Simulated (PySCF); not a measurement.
## Simulated absorption spectrum

Species: CH7FN2Si.
InChI=1S/CH7FN2Si/c1-4-5(2)3/h4-5H,3H2,1H3/t5-/m0/s1

The calculation used TDDFT PBE0/def2-SVPD, vertical, gas phase, core orbitals frozen in the response (PySCF 2.14.0, density-fitted response routines). Geometry: PBE0-D3(BJ)/def2-SVP, one conformer, isolated molecule. Torsions of this conformer, `[CH3:1][NH:2][Si@H:3]([NH2:4])[F:5]`: C1–N2–Si3–N4 -156°, H–N4–Si3–N2 56°, H–N4–Si3–N2 -154°.

Computed states:

| state | E (eV) | f |
| --- | --- | --- |
| S1 | 6.56 | 0.0035 |
| S2 | 6.85 | 0.0094 |
| S3 | 6.96 | 0.049 |
| S4 | 7.58 | 0.043 |
| S5 | 7.62 | 0.020 |
| S6 | 7.71 | 0.043 |
| S7 | 7.91 | 0.017 |
| S8 | 8.20 | 0.022 |
| S9 | 8.44 | 0.018 |
| S10 | 8.47 | 0.040 |

Each state is given a Gaussian of 0.3 eV full width at half maximum, with ε(max) = 2.175×10⁸ f / Δν̃ (Δν̃ the width in cm⁻¹). The width is an assumption, not a result. The curve ends short of the highest state used, and states not computed would add to its high-energy end.

**Question.** What does the envelope look like, and where are its maxima?

**Answer.** 
| λ (nm) | ε (L mol⁻¹ cm⁻¹) |
| --- | --- |
| 157.6 | 3924 |
| 159.1 | 5877 |
| 160.7 | 8001 |
| 162.3 | 8826 |
| 163.8 | 7718 |
| 165.4 | 5188 |
| 167.0 | 2679 |
| 168.5 | 1164 |
| 170.1 | 516 |
| 171.7 | 651 |
| 173.2 | 1394 |
| 174.8 | 2713 |
| 176.4 | 4117 |
| 177.9 | 4893 |
| 179.5 | 4740 |
| 181.1 | 3755 |
| 182.6 | 2578 |
| 184.2 | 1528 |
| 185.8 | 875 |
| 187.3 | 568 |
| 188.9 | 416 |
| 190.5 | 322 |
| 192.0 | 239 |
| 193.6 | 154 |
| 195.2 | 85 |
| 196.7 | 43 |
| 198.3 | 18 |
| 199.9 | 6 |
| 201.4 | 2 |
| 203.0 | 1 |

Maxima: 178 nm (6.95 eV), ε about 5000, made up of S2 (12%) and S3 (88%); 162 nm (7.65 eV), ε about 8800, made up of S4 (39%), S5 (20%) and S6 (39%) (ε in L mol⁻¹ cm⁻¹; maxima over ε = 5, shares over 10%).

**Question.** What would ε be at 7.65 eV, the highest of these maxima, with half the width (0.15 eV)?

**Answer.** About 12700 L mol⁻¹ cm⁻¹ against 8840, a factor of about 1.4; a lone state at its own centre would give exactly 2.

**Question.** Coming from long wavelengths, where does ε first pass 100 L mol⁻¹ cm⁻¹?

**Answer.** At about 195 nm (6.37 eV), 0.19 eV below S1.

**Question.** On this curve, what absorbance would a 10⁻⁴ mol/L sample give at 193 nm over a 1 cm path?

**Answer.** 193 nm is 6.424 eV, where ε is about 180 L mol⁻¹ cm⁻¹, so A = ε c l ≈ 0.018 (Beer–Lambert, with the gas-phase spectrum and the assumed width).

All these states lie below the vertical ionisation energy of 9.39 eV (ΔSCF).
